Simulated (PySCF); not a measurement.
hexafluorobutadiene (C4F6), SMILES FC(F)=C(F)C(F)=C(F)F. Atoms are numbered in the order given.

```xyz
10

F     -1.3374     2.1906     0.0000
C     -0.0684     1.8658     0.0000
F      0.7167     2.9165     0.0000
C      0.4024     0.6129     0.0000
F      1.7296     0.4394     0.0000
C     -0.4024    -0.6129     0.0000
F     -1.7296    -0.4394     0.0000
C      0.0684    -1.8658     0.0000
F      1.3374    -2.1906     0.0000
F     -0.7167    -2.9165     0.0000
```

Geometry optimised at ωB97X-D3(BJ)/def2-SVP. The geometry has at least one imaginary mode, so it is a saddle point at that level. The values are those of a single conformer.

Calculation: PySCF 2.14.0 with TDA-B3LYP/def2-SVPD.

Vertical excitations. Isolated molecule, no solvent. State labels are in the subgroup C2h.

Computed lowest excited states:
| state | symmetry | energy (eV) | λ (nm) | f | main pairs |
|---|---|---|---|---|---|
| S1 | Au | 5.54 | 224 | 0.002 | HOMO→LUMO+1 98 % |
| S2 | Bg | 6.05 | 205 | 0.000 | HOMO→LUMO+2 99 % |
| S3 | Bu | 6.43 | 193 | 1.040 | HOMO→LUMO 93 % |
| S4 | Au | 6.74 | 184 | 0.015 | HOMO→LUMO+3 98 % |
| S5 | Ag | 6.88 | 180 | 0.000 | HOMO−1→LUMO 75 %, HOMO→LUMO+4 24 % |
| S6 | Bg | 7.39 | 168 | 0.000 | HOMO−1→LUMO+1 78 %, HOMO→LUMO+5 15 % |
| T1 | Bu | 3.25 | 382 | 0 | HOMO→LUMO 97 % |
| T2 | Ag | 5.14 | 241 | 0 | HOMO−1→LUMO 74 %, HOMO→LUMO+4 25 % |
Triplets are in the Tamm–Dancoff approximation.
